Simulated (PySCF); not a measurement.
Species: Cl2Ga2H4.
Geometry (PBE0-D3(BJ)/def2-SVP, Å), atoms numbered from 1 in this order:
```
atom  x, y, z in Å
Cl1    0.0686    0.0707   -1.6268
Ga2    1.7556    0.1407    0.0379
Cl3    0.0612    0.0734    1.7041
Ga4   -1.6252    0.0016    0.0396
H5     2.4247   -1.2615    0.0425
H6     2.3055    1.5940    0.0407
H7    -2.1755   -1.4515    0.0368
H8    -2.2982    1.4020    0.0353
```

Computed, not measured: PySCF, PBE0-D3(BJ)/def2-SVP geometry optimisation, gas phase.

**Question.** Which atoms are bound to Ga2, and at what distances?

**Answer.** 4 atoms: H5 1.554 Å, H6 1.554 Å, Cl1 2.371 Å, Cl3 2.377 Å. The nearest atom not counted as bound is Ga4, at 3.38 Å.

**Question.** List the angles at Ga2.

**Answer.** 
```
      angle  degrees  distance of the outer atoms (Å)
  H5–Ga2–H6    133.8                             2.86
 Cl1–Ga2–H5    106.4                             3.18
 Cl1–Ga2–H6    106.3                             3.18
 Cl3–Ga2–H5    106.2                             3.18
 Cl3–Ga2–H6    106.1                             3.18
Cl1–Ga2–Cl3     89.1                             3.33
```

**Question.** Describe the arrangement about Ga2 in numbers.

**Answer.** Angles from 89.1° to 133.8°; τ4 = (360° − α − β)/141° = 0.85 with α and β the two widest (0 for a square, 1 for a tetrahedron). Differences among atoms that D2h makes equivalent are scatter left by the optimiser.

**Question.** Give some angles away from the centre.

**Answer.** Ga2–Cl1–Ga4 90.9°.

**Question.** What are the rotational constants (commonest isotopes, rigid rotor)?

**Answer.** A = 2499, B = 1191, C = 828.6 MHz: an asymmetric top.

Point group: D2h (tolerance 0.08 Å). Charge 0, singlet. PBE0-D3(BJ)/def2-SVP frequencies: not computed here.
